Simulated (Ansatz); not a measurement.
Al₂F₂. The state is a singlet with charge 0. Geometry r2SCAN-D4/def2-TZVP, basis def2-TZVP, Ansatz.

Cartesian coordinates in Å:
```
Al -0.1989 0.8079 -1.2463
Al 0.1993 -0.8056 1.2508
F 1.2552 1.4452 -1.7430
F -1.2556 -1.4476 1.7385
```

| run | HOMO (eV) | LUMO (eV) |
| --- | --- | --- |
| A | -5.68 | -3.13 |
| B | -5.55 | -2.99 |
| C | -6.35 | -2.34 |
| D | -8.11 | -0.52 |

The structure comes from a short search, and lower isomers may exist.

**Question.** The runs used LDA (SPW92), PBE, PBE0, ωB97M-V. Estimate which is which.

**Answer.** A LDA (SPW92) (0 % exact exchange); B PBE (0 % exact exchange); C PBE0 (25 % exact exchange); D ωB97M-V (range-separated). Exact exchange lowers occupied and raises empty levels; among semilocal functionals meta-GGAs tend to open the gap a little, and such runs are hard to tell apart. The gap grows from 2.55 eV (LDA (SPW92)) to 7.59 eV (ωB97M-V).
